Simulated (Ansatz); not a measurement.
Born–Oppenheimer molecular dynamics of H₄O₂Sn (7 atoms, charge 0, multiplicity 1). It starts at the highest image of a converged band. Of that band: The profile has 2 maxima (images 4, 7) with wells between them (image 6): this band takes more than one step, which may be the mechanism or a detour left from its start path. Neighbouring images differ by up to 2.1 eV, so the band resolves the path poorly. A vibrational analysis at the climbing image gives one clearly imaginary mode, 1015i cm⁻¹: a first-order saddle point.

Theory: RKS PBE-D4/def2-SVP (Ansatz).

| Property | Result |
| --- | --- |
| ensemble | NVE (velocity Verlet) |
| time step | 0.5 fs |
| steps asked | 200 |
| starting velocities drawn for | 100 K |
| seed | 9184 |

First frame:

```xyz
7
Properties=species:S:1:pos:R:3
Sn 0.183 0.050 -0.281
O 0.844 0.293 1.788
H 0.606 -0.516 2.291
H 1.728 -0.278 0.523
H -0.742 1.475 -0.659
O -1.296 -1.326 -0.244
H -0.915 -2.225 -0.222
```

Task: How far do the bonds stretch over the last three quarters of this one trajectory? (Pairs bonded in most of those frames.)

Result: 
| bond | mean (Å) | spread (Å) | shortest | longest |
| --- | --- | --- | --- | --- |
| Sn1–H5 | 1.836 | 0.016 | 1.81 | 1.87 |
| Sn1–O6 | 2.049 | 0.050 | 1.97 | 2.12 |
| O2–H3 | 0.997 | 0.043 | 0.91 | 1.08 |
| O2–H4 | 1.027 | 0.114 | 0.84 | 1.21 |
| O6–H7 | 0.980 | 0.010 | 0.96 | 1.00 |

Mean temperature of the second half: 1647 K. The conserved energy stayed within 2.2 meV per atom of its start (net change -1.1 meV per atom), so the integration is sound. The kinetic energy rose, since the run started high on the potential surface and went downhill. It ends in pieces (H2O + H2OSn), so much of that is their flight and rotation, not heat. A run of 0.1 ps of so small a system gives no equilibrium averages. The orbitals stay closed-shell, which can raise the energy where a bond breaks towards radicals; this wasn't checked here.

Run time: 9.1 min on 1 thread of Arm Neoverse N1, with other jobs on the host, peak memory 0.14 GiB.
